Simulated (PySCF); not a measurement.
The numbers are results of PBE-D3(BJ)/def2-TZVP // PBE0-D4/def2-SVP (PySCF), not measurements. Isolated molecules, 0 K electronic values unless said otherwise. Excitations are Tamm–Dancoff values on a coarser integration grid. The basis has no diffuse functions, so Rydberg states are missing or too high.

Reference species (SMILES): `[SiH3]c1c(ccc2ccccc21)Cl` (neutral, multiplicity 1).

```
Quantity                  Result
----------------------  --------
S1 oscillator strength     0.033
LUMO                    -2.42 eV
T1 excitation (TDA)      2.86 eV
HOMO                    -5.69 eV
```

Changed species: `c1c2c(c([SiH3])cc1)cccc2Cl`.

Predict the effect on the S1 oscillator strength, LUMO, T1 excitation (TDA) and HOMO.

the S1 oscillator strength goes up by 0.076, to 0.109; the LUMO falls by 0.08 eV, to -2.50 eV; the T1 excitation (TDA) drops by 0.08 eV, to 2.78 eV; the HOMO increases by 0.02 eV, to -5.67 eV.
